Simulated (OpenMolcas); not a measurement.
# V2+: CASPT2 settings compared

| Property | Result |
| --- | --- |
| Program | OpenMolcas |
| Basis | ANO-R2 [6s4p4d2f1g] |
| Scalar Hamiltonian | X2C, finite nucleus |
| Active space | 3 electrons in 10 orbitals (3d 4d) |
| State averaging | 2S+1 = 4 even, 10 roots; 2S+1 = 2 even, 35 roots |
| Spin-orbit coupling | state interaction with AMFI integrals over the reference wave functions, term energies averaged over their components |

Methods on the same reference wave functions:
A. CASSCF
B. SS-CASPT2, IPEA 0.6 Eh, real shift 0.3 Eh (closed shells correlated: 3s 3p)
C. SS-CASPT2, IPEA 0.1 Eh, sigma2 regulariser 0.4 Eh (closed shells correlated: none)
D. SS-CASPT2, IPEA 0.35 Eh, imaginary shift 0.4 Eh (closed shells correlated: 3s 3p)

Energies in cm⁻¹ above 3d³ ⁴F_3/2, the measured ground level; measured values from Sugar and Corliss, J. Phys. Chem. Ref. Data 7, 1191 (1978).

```csv
Level,A,B,C,D,Measured
3d³ ⁴F_3/2,0.0,0.0,0.0,0.0,0.0
3d³ ⁴F_5/2,153,153,153,153,146
3d³ ⁴F_7/2,363,364,364,364,342
3d³ ⁴F_9/2,628,628,628,628,584
3d³ ²G_7/2,14249,12420,13400,12190,11966
3d³ ⁴P_1/2,14306,12050,12960,11920,11514
3d³ ⁴P_3/2,14384,12130,13030,11990,11592
3d³ ²G_9/2,14482,12660,13640,12420,12187
3d³ ⁴P_5/2,14563,12310,13220,12180,11770
3d³ ²H_9/2,18876,17390,18470,17250,16811
3d³ ²P_1/2,18981,15930,16480,15830,15580
3d³ ²H_11/2,19064,17580,18660,17440,16978
3d³ ²P_3/2,19068,15990,16580,15870,15550
3d³ ²D_3/2,20416,17100,17930,16860,16330
3d³ ²D_5/2,20594,17250,18100,16990,16375
3d³ ²F_7/2,32845,28740,30600,28460,27728
3d³ ²F_5/2,32945,28830,30700,28560,27847
```

Deviations, from unrounded energies. A percentage is the sum of absolute deviations over the sum of measured energies, with the sign that they share, or ± where signs differ.

```tsv
Against measurement	Levels	A	B	C	D
mean absolute deviation (cm-1)	16	2700	510	1400	360
fine structure of the ground term (%)	3	+6.7	+6.9	+6.9	+6.9
other terms of the ground configuration (%)	13	+20.0	+3.8	+10.1	+2.7
```

D lies closest to measurement on these levels and A furthest from it. The largest miss of D in the table is 3d³ ²F_7/2, by +730 cm-1. The ranking rests on the paired levels alone, and a cruder setting can come out closer through cancelling errors.

Among B to D the level of the table that moves most is 3d³ ²F_5/2, by 2100 cm-1 (lowest in D, highest in C). Moves below CASPT2's spread within the term are not significant.

The two smallest mean deviations differ by little beside CASPT2's spread within terms, so their order carries little weight.

From A to B the spin-free energies of the other terms of 3d³ shown, above ⁴F, scale by factors of 0.83 to 0.92, as is usual when dynamic correlation screens the repulsion within a d or f shell.

The lowest spin-free term lies below A's lowest term by 0.321 hartree in B, 0.012 hartree in C, 0.327 hartree in D.

CASPT2 does not keep the components of a term degenerate, so their means are used; among the terms shown or strongly mixed into the levels shown the widest spread is 510 cm-1 (3d³ ⁴F, D). Active for correlation alone: 4d; no level in the range computed is led by a configuration that fills it, so any true level of that kind is missing. Without dynamic correlation excited terms often stand tens of per cent too high (terms of higher spin than the ground term too low), and those without a measured partner can miss by more than the paired ones (holds for A). Some levels mix across a computed gap that differs much from the measured one, so their mixing is not that of the real levels (holds for A; B; C). Measured partners are found by configuration, term and J. A level has none where our copy of the source lacks it or the pairing is in doubt (some pairs that miss far off the trend of their configuration count as doubtful), and it then counts in no deviation. Only configurations of the active space appear.
